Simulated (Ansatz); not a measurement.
Spin states of HOZr (SMILES [OH][Zr]), each relaxed at B3LYP-D3(BJ)/def2-TZVP; lowest solutions found, singlets restricted, no spin–orbit coupling, no relativity up to Kr.
Multiplicity 2 (charge 0, multiplicity 2):
```tsv
atom	x (Å)	y (Å)	z (Å)
Zr	-0.9910	-0.8546	-0.8803
O	0.1802	0.1840	0.1435
H	0.7776	0.7180	0.6665
```
Multiplicity 4 (charge 0, multiplicity 4):
```xyz
3

Zr    -1.0303    -0.8094    -0.9037
O      0.2807     0.0606     0.2021
H      0.7165     0.7962     0.6313
```

The values were computed with Ansatz (an electronic-structure program). Values without a source in brackets are computed. In def2 rows elements past Kr take small-core potentials, without spin–orbit coupling.

The energy of multiplicity 4 less that of multiplicity 2 (kcal/mol) and the share of exact exchange:

```json
[
 {"functional": "PBE/def2-TZVPP", "exact exchange (%)": "0", "value": "3.61"},
 {"functional": "PBE0/def2-TZVPP", "exact exchange (%)": "25", "value": "2.24"},
 {"functional": "BLYP/def2-TZVPP", "exact exchange (%)": "0", "value": "8.62"},
 {"functional": "B3LYP/def2-TZVPP", "exact exchange (%)": "20", "value": "7.59"},
 {"functional": "BHLYP/def2-TZVPP", "exact exchange (%)": "50", "value": "7.53"}
]
```

Task: Take the value as linear in the share of exact exchange along PBE and PBE0. Give the slope, say whether the sign turns, and set the other functionals against that line.

Result: 
Slope: (2.24 − (3.61))/2.5 = -0.55 kcal/mol for each 10 %. The line crosses zero at 66 %, where the sign would turn. At 50 % it gives 0.9 kcal/mol. The LYP pair gives (7.53 − (8.62))/5 = -0.22 for each 10 %. BHLYP, at 50 %, lies 6.7 from the PBE line. B3LYP, at 20 %, lies 5.1 from the PBE line.

Doubts at one or more of the structures used: a spin-contaminated determinant (PBE/def2-TZVPP, PBE0/def2-TZVPP).
